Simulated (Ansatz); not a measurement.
Consider the ligand exchange at the In–O bond: `C[O][In]([NH2])[SH]` + HBr → `[NH2][In]([SH])[Br]` + CH₃OH.

Calculated with Ansatz (gas phase, PBE0-D4/def2-TZVP geometries, no zero-point term in ΔE). CCSD(T)/CBS adds triple-zeta CCSD(T) − MP2 to the extrapolated MP2 energy (def2 sets, frozen cores). This one scheme is used for every species. DFT in def2-TZVPP. def2 core potentials past Kr. For Br, In outer-core shells are correlated without core-valence functions, which leaves a few kJ/mol of doubt a bond. Scalar relativity is left out up to krypton. One conformer a species, not always the lowest.

`C[O][In]([NH2])[SH]`:

Z-matrix (Å, degrees):
```
C
O 1 1.400
H 1 1.100 2 112.9
H 1 1.096 2 108.6 3 -118.8
H 1 1.100 2 112.9 3 122.4
In 2 1.984 1 122.0 3 -61.6
S 6 2.376 2 117.3 1 0.2
N 6 2.008 2 115.6 1 174.5
H 7 1.344 6 92.2 2 -1.8
H 8 1.010 6 116.4 2 155.1
H 8 1.011 6 114.8 2 25.9
```

HBr:

Z-matrix (Å, degrees):
```
Br
H 1 1.420
```

`[NH2][In]([SH])[Br]`:

Cartesian coordinates in Å:
```
N 0.442 -1.038 -1.319
In -0.032 0.283 0.115
S -1.561 -0.102 1.880
Br 0.893 2.560 -0.114
H 0.404 -2.016 -1.070
H 1.300 -0.849 -1.817
H -1.445 1.161 2.325
```

CH₃OH:

Cartesian coordinates in Å:
```
C -0.102 -0.341 0.005
O -0.242 1.052 -0.149
H -1.079 -0.784 -0.189
H 0.203 -0.621 1.021
H 0.614 -0.770 -0.707
H 0.607 1.465 0.020
```

CCSD(T)/CBS gives -115.0 kJ/mol.

Another level gave -119.0 kJ/mol. Which?
A. PBE-QIDH/def2-TZVPP
B. ωB97M-V/def2-TZVPP
C. BLYP-D4/def2-TZVPP
D. CAM-B3LYP-D4/def2-TZVPP

B. ωB97M-V -119.0, BLYP-D4 -105.8, CAM-B3LYP-D4 -114.5, PBE-QIDH -125.2 kJ/mol.

What do rigid-rotor, harmonic-oscillator terms from PBE0-D4/def2-TZVP frequencies (298.15 K, 1 bar) make of the CCSD(T)/CBS value? (Estimate.)

The calculation gave: ΔZPE = +13.4 kJ/mol, ΔH = -103.9 kJ/mol, ΔS = 8 J/(mol·K), ΔG = -106.2 kJ/mol. Modes under 50 cm⁻¹ make the entropy rough.

Largest T1 diagnostic among the species: 0.015.

From PBE to PBE0 (25 % exact exchange), in def2-TZVPP and without D4, ΔE moves by −11.0 kJ/mol. In def2-TZVPP, CCSD(T) changes the Hartree–Fock value by +28.6 kJ/mol (the triples alone add +4.0 kJ/mol) and MP2 by +25.5 kJ/mol.
